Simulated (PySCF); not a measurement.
Orbital energies and ionisation energy

C4H8F2Si.
Z-matrix (Å and degrees, PBE0-D3(BJ)/def2-SVP geometry), rows numbered from 1:
```
F 
C   1  1.3762
C   2  1.5261  1  111.48
Si  3  1.8985  2  103.97  1  -157.65
C   4  1.9274  3   94.18  2    10.64
F   5  1.3936  4  108.06  3   -98.45
C   5  1.5182  4  102.73  3    16.47
H   2  1.1042  1  107.43  3   120.64
H   3  1.0992  2  112.69  1    76.53
H   3  1.1029  2  107.91  1   -42.01
H   4  1.4941  3  112.51  2   128.11
H   4  1.4905  3  114.91  2  -105.36
H   5  1.1014  4  116.89  3   139.58
H   7  1.1013  2  111.86  1   -61.83
H   7  1.1047  2  108.19  1    56.59
```

Level: CAM-B3LYP/def2-SVPD (PySCF). Frontier orbitals with their largest atomic shares (Löwdin; up to four atoms above 4 %):

```tsv
orbital	ε (eV)	main atoms
HOMO−3	-11.13	Si4 28 %, H12 23 %, C3 12 %, H11 10 %
HOMO−2	-10.72	F1 22 %, C7 17 %, C2 15 %, C5 10 %
HOMO−1	-10.47	C3 26 %, Si4 18 %, F1 17 %, C2 10 %
HOMO	-9.81	?
LUMO	1.08	Si4 30 %, C5 12 %, H11 10 %, H13 10 %
LUMO+1	1.13	Si4 32 %, C3 12 %, H12 10 %, H11 9 %
LUMO+2	1.63	Si4 39 %, H11 14 %, C3 6 %, C5 6 %
```

**Question.** What vertical ionisation energy does ΔSCF give, and how far is −ε(HOMO) from it?

**Answer.** ΔSCF: 10.63 eV (1026 kJ/mol; threshold wavelength 117 nm); ⟨S²⟩ of the doublet left behind is 0.754, against 0.75 for a pure doublet. −ε(HOMO) is 9.81 eV, 0.82 eV below it. In exact Kohn–Sham theory the two would be equal; CAM-B3LYP (range-separated hybrid) falls short of its own ΔSCF value by 8 %.

**Question.** On which atoms does the HOMO lie?

**Answer.** C5 (sp3 C–F carbon) 29 %, F6 (alkyl fluorine) 20 %, Si4 (SiH2 silicon) 20 %, C3 (sp3 carbon bound to silicon) 8 %, so no atom holds as much as 40 %. The HOMO−1 lies 0.66 eV lower.

**Question.** What total energies stand behind the ΔSCF value?

**Answer.** E(N) = -645.94873 Eh and E(N − 1) = -645.55807 Eh at the same geometry, 0.39066 Eh apart.

**Question.** How many of the 10 lowest singlet excitations (vertical TDDFT, same level) lie below the ionisation energy?

**Answer.** All 10; they run from 7.57 to 8.93 eV.

The structure is a single PBE0-D3(BJ)/def2-SVP conformer in the gas phase; no vibrational or solvent corrections.
